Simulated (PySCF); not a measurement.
# Working out the ionisation energy of Se+

Se+ [Ar] 3d10 4s2 4p3 (4S) → Se(2+) [Ar] 3d10 4s2 4p2 (3P). All numbers are calculated (PySCF 2.14, scalar relativity through the core potential, in aug-cc-pVQZ-PP with one added diffuse shell each of s, p, d, f, g type with ECP10MDF (8s7p6d4f3g, 114 functions)). Frozen: 3s2 3p6 3d10. Energies in hartree (1 hartree = 27.21139 eV):

```tsv
part	Se+ (lower)	Se(2+) (upper)
UHF	-371.550232	-370.784420
MP2 opposite-spin	-0.060678	-0.051703
MP2 same-spin	-0.021059	-0.009834
```

Problem. What does Hartree-Fock give?

Solution. (-370.784420) − (-371.550232) = 0.765812 hartree = 20.839 eV.

Problem. What do MP2 and SCS-MP2 (6/5 opposite-spin, 1/3 same-spin) give?

Solution. The opposite-spin parts differ by 0.244 eV and the same-spin parts by 0.305 eV. MP2: 20.839 + (0.244) + (0.305) = 21.388 eV. SCS-MP2: 20.839 + 1.2 × (0.244) + (0.305)/3 = 21.233 eV.

Reference: 21.196 ± 0.01 eV (measured; NIST Atomic Spectra Database, ionization energies), between the lowest levels; spin-orbit coupling is absent from the calculation.

What remains against the reference includes basis incompleteness, the frozen core and correlation beyond second order.
